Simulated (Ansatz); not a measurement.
Geometry optimisation, Ansatz 0.2.0, RKS B3LYP/6-31G*.

input.yaml

```yaml
crystal:
  periodic: [false, false, false]
  atoms:
    - { symbol: B, position_ang: [0.0, 0.0, 0.0] }
    - { symbol: O, position_ang: [0.0, 0.0, 1.76] }
    - { symbol: H, position_ang: [-0.9095, -0.2814, 2.0971] }
    - { symbol: H, position_ang: [1.0305, 0.0, -0.595] }
    - { symbol: H, position_ang: [-1.0305, 0.0, -0.595] }
    - { symbol: O, position_ang: [0.0766, 1.621, 0.5392] }
    - { symbol: Al, position_ang: [0.7098, 2.1426, 2.1189] }
    - { symbol: H, position_ang: [1.2046, 1.0815, 3.1499] }
    - { symbol: H, position_ang: [0.7698, 3.6608, 2.4724] }
    - { symbol: H, position_ang: [0.0506, 1.0697, 1.5173] }
basis:
  gaussian: { orbitals: "6-31G*" }
hamiltonian:
  xc: b3lyp
relax:
  f_tol: 0.15
  max_steps: 25
  restrain:
    - { distance: [0, 5], at: 2.61, k: 30.0 }
    - { distance: [9, 1], at: 2.21, k: 30.0 }
    - { distance: [0, 1], at: 1.41, k: 30.0 }
    - { distance: [9, 5], at: 1.01, k: 30.0 }
```

Run as:

```bash
$ ansatz run input.yaml --threads 1 --pin off --max-ram 2048MiB --backend cpu --events-out ev --progress --plain --runs-dir out
```

Where does it end, and by what steps?

The forces met the threshold. The restraints hold the end off the free minimum. After 18 steps the energy has fallen by 5.497 eV (the restraints' own energy left out); H3 moved furthest, 1.59 Å. Parted: B1–O6 (1.71 → 2.61 Å), O2–H10 (1.10 → 2.21 Å), Al7–H10 (1.40 → 2.37 Å).

```json
{"step": "0", "energy less start (eV)": "0.0000", "largest force component (eV/Å)": "7.340", "accepted": "yes"}
{"step": "1", "energy less start (eV)": "-1.2437", "largest force component (eV/Å)": "4.657", "accepted": "yes"}
{"step": "2", "energy less start (eV)": "-1.9655", "largest force component (eV/Å)": "3.853", "accepted": "yes"}
{"step": "3", "energy less start (eV)": "-2.6668", "largest force component (eV/Å)": "3.067", "accepted": "yes"}
{"step": "4", "energy less start (eV)": "-3.8828", "largest force component (eV/Å)": "2.621", "accepted": "yes"}
{"step": "5", "energy less start (eV)": "-4.5827", "largest force component (eV/Å)": "1.867", "accepted": "yes"}
{"step": "6", "energy less start (eV)": "-4.9138", "largest force component (eV/Å)": "1.481", "accepted": "yes"}
{"step": "7", "energy less start (eV)": "-5.0544", "largest force component (eV/Å)": "1.376", "accepted": "yes"}
{"step": "8", "energy less start (eV)": "-5.1812", "largest force component (eV/Å)": "0.992", "accepted": "yes"}
{"step": "9", "energy less start (eV)": "-5.2615", "largest force component (eV/Å)": "0.876", "accepted": "yes"}
{"step": "10", "energy less start (eV)": "-5.3220", "largest force component (eV/Å)": "0.817", "accepted": "yes"}
{"step": "11", "energy less start (eV)": "-5.3800", "largest force component (eV/Å)": "0.687", "accepted": "yes"}
{"step": "12", "energy less start (eV)": "-5.4070", "largest force component (eV/Å)": "0.776", "accepted": "yes"}
{"step": "13", "energy less start (eV)": "-5.3877", "largest force component (eV/Å)": "0.927", "accepted": "no"}
{"step": "14", "energy less start (eV)": "-5.4393", "largest force component (eV/Å)": "0.665", "accepted": "yes"}
{"step": "15", "energy less start (eV)": "-5.4596", "largest force component (eV/Å)": "0.612", "accepted": "yes"}
{"step": "16", "energy less start (eV)": "-5.4734", "largest force component (eV/Å)": "0.693", "accepted": "yes"}
{"step": "17", "energy less start (eV)": "-5.4750", "largest force component (eV/Å)": "0.705", "accepted": "yes"}
{"step": "18", "energy less start (eV)": "-5.4966", "largest force component (eV/Å)": "0.716", "accepted": "yes"}
```

```xyz
10
Properties=species:S:1:pos:R:3
B 0.075 -0.200 0.039
O -0.472 -0.991 1.039
H -1.409 -1.166 0.870
H 1.253 -0.021 0.102
H -0.592 0.163 -0.886
O -0.342 1.794 1.671
Al 0.983 2.672 2.338
H 1.646 2.132 3.671
H 1.380 3.966 1.530
H -0.619 0.946 2.091
```

Run time: 25 s on 1 thread of AMD EPYC 9R45 96-Core Processor (Zen 5), with other jobs on the host, peak memory 0.17 GiB.
